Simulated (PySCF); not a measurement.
Question: Write Cartesian coordinates for InChI=1S/C6H8N2/c7-5-6-1-3-8-4-2-6/h1-4H,5,7H2/p+1 as optimised with GFN2-xTB. (Charge +1.)

Answer: 
```
atom  x, y, z in Å
N1    -2.200   -0.078   -0.683
C2    -1.375   -0.626    0.451
C3     0.055   -0.180    0.291
C4     0.470    1.054    0.781
C5     1.795    1.426    0.589
N6     2.670    0.666   -0.039
C7     2.282   -0.505   -0.503
C8     0.981   -0.979   -0.370
H9    -1.832   -0.424   -1.579
H10   -3.187   -0.353   -0.598
H11   -2.138    0.950   -0.688
H12   -1.446   -1.715    0.433
H13   -1.793   -0.254    1.388
H14   -0.208    1.702    1.316
H15    2.168    2.371    0.957
H16    3.040   -1.092   -1.001
H17    0.711   -1.950   -0.754
```

Orientation and origin are arbitrary. Atoms count from 1 in this order. C4 (aromatic CH carbon) is planar (angles 121.3°, 120.4° and 118.2°, sum 360.0°, 0.01 Å off the plane of its three neighbours). The C–C distances run from 1.390 Å (C4–C5, aromatic) to 1.507 Å (C2–C3, drawn single), a spread of 0.117 Å. The 6-membered ring C3–C4–C5–N6–C7–C8 has internal angles of 118.2° to 123.0°; it is planar, 0.00 Å rms from its mean plane, widest ring torsion 0°. C5 (aromatic CH next to a ring nitrogen) is planar (angles 123.0°, 121.0° and 116.0°, sum 360.0°, 0.00 Å off the plane of its three neighbours).

Bonds between heavy atoms (Å): N1–C2 1.505, C2–C3 1.507, C3–C4 1.391, C4–C5 1.390, C5–N6 1.318, N6–C7 1.318, C7–C8 1.390, C3–C8 1.390.

The geometry is computed with GFN2-xTB (gas phase).

Point group: near Cs, missed by 0.13 Å at most; the miss may be what the optimiser left on a soft mode. Not checked by GFN2-xTB frequencies. Torsions: N1–C2–C3–C4 85°.

One conformer stands for the species.
